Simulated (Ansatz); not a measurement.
Mg₂H₂Cl₂⁻, that is (HMg-mu-Cl)2 with one electron more. Total charge -1; doublet. Geometry PBE0-D4/def2-SVP, that of the neutral singlet; atoms count from 1.

Cartesian coordinates in Å:
```
Mg -1.067 0.208 1.292
H -2.129 0.416 2.586
Cl 0.101 -1.669 0.352
Mg 1.066 -0.208 -1.292
H 2.135 -0.414 -2.580
Cl -0.107 1.668 -0.357
```

The highest occupied level of the charge -1 doublet lies above zero (up to 1.32 eV). By energy differences it is unbound by 0.12 eV (vertical, to the charge 0 singlet, at PBE0-D4/def2-TZVPD) and held by the finite basis.

Estimate the Mulliken populations from the PBE0/def2-TZVPD orbitals of Ansatz.


| atom | charge (e) | spin (α − β) |
| --- | --- | --- |
| Mg1 | -0.30 | 1.00 |
| H2 | -0.18 | 0.06 |
| Cl3 | -0.01 | -0.56 |
| Mg4 | -0.30 | 1.00 |
| H5 | -0.18 | 0.06 |
| Cl6 | -0.01 | -0.56 |
Mulliken values and Mayer orders depend strongly on the basis. With diffuse functions, as here, like atoms can get unlike values, and bond orders can come out too low or too high.

Where does the spin sit?

Summed by element: Mg 2.00, H 0.12, Cl -1.12, of 1 unpaired in all. Largest on single atoms: Mg1 1.00, Mg4 1.00, Cl3 -0.56.

And the Mayer bond orders between bonded heavy atoms (over 0.3)?

Mg1–Mg4 2.16 (3.38 Å). Values over 0.3 also appear between atoms too far apart for a bond (Cl3–Cl6 0.69 at 3.42 Å); they arise where an orbital or an unpaired electron spreads over both atoms.
